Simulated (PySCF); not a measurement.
Gas-phase equilibrium of 1 mol NaCl, 13 mol H2O at 2500 K and 0.100 bar, among 21 species (ClO, O2, HCl, O, HO2, H2O, H, HOCl, Na, H2O2, O3, Na2, H2, Na2(OH)2, NaCl, NaOH, Cl, Cl2, Na2O, Na2Cl2, OH). Only gases are allowed; each row takes one source of thermochemistry for all species, and Cantera finds the minimum.

Energies from PySCF, thermal terms from the rigid-rotor harmonic-oscillator model, ideal gas at 1 bar. 'Table' is the NASA 1993 thermochemical table (part measured, part estimated). After a fit of one offset per element over all species, the range-separated, M06-2X, PBE0/def2-QZVP and CCSD(T)/def2-TZVPP enthalpies, where run, lie to one side of the table for NaOH (+16 kJ/mol): a fault of the table's entry, another state or a shared error of the levels is possible; this was not checked at source. S°(298 K) at PBE0/def2-TZVP differs from the NASA 1993 table for NaOH (+8 J/mol/K); whether the harmonic model or the table's entry is off was not settled. † marks an energy on the PBE0/def2-TZVP geometry and frequencies. Open shells (unrestricted) among the columns below: O2 (multiplicity 3), O (multiplicity 3, electronic degeneracy 9), H (multiplicity 2), Na (multiplicity 2), Cl (multiplicity 2, electronic degeneracy 6), OH (multiplicity 2, electronic degeneracy 4); the rest are closed-shell singlets. Spin-orbit splitting is ignored; it lowers the true energy and changes the entropy of O, Cl, OH. The harmonic model lacks anharmonicity and excited electronic states, which grow with temperature; levels with a mode under 35 cm⁻¹ are left out. The table's entry may be an old estimate for NaOH, OH (not checked at source).

Molecules larger than those listed are left out. Table species left out: NaH, NaO.

With table thermochemistry: H2O 0.73, H2 0.075, O2 0.033, H 0.022, OH 0.044, HCl 0.023, Na 0.023, NaCl 0.038, O 0.0083, Cl 0.0047, NaOH 0.0042.

### Question
How far does the composition move with the other sources (PBE/def2-TZVP†, PBE0/def2-SVP†, r2SCAN/def2-TZVP†, LDA/def2-TZVP†)?

### Answer
```
thermochemistry    x H2O   x H2   x O2    x H    x OH  x HCl   x Na  x NaCl     x O     x Cl  x NaOH
-----------------  -----  -----  -----  -----  ------  -----  -----  ------  ------  -------  ------
table               0.73  0.075  0.033  0.022   0.044  0.023  0.023   0.038  0.0083   0.0047  0.0042
PBE/def2-TZVP†      0.54   0.17   0.10  0.057   0.028  0.037  0.038   0.019  0.0016   0.0042  0.0026
PBE0/def2-SVP†      0.51   0.17  0.095  0.072   0.050  0.033  0.038   0.019  0.0080   0.0057  0.0012
r2SCAN/def2-TZVP†   0.53   0.18  0.089  0.044   0.062  0.028  0.029   0.027  0.0060   0.0044  0.0035
LDA/def2-TZVP†      0.76  0.072  0.047  0.016  0.0038  0.039  0.034   0.026  4.6e-5  0.00098  0.0056
```
The most sensitive of these is O: it spans a factor of 10^2.3 over these rows; at this temperature one factor of ten is RT ln 10 = 48 kJ/mol.
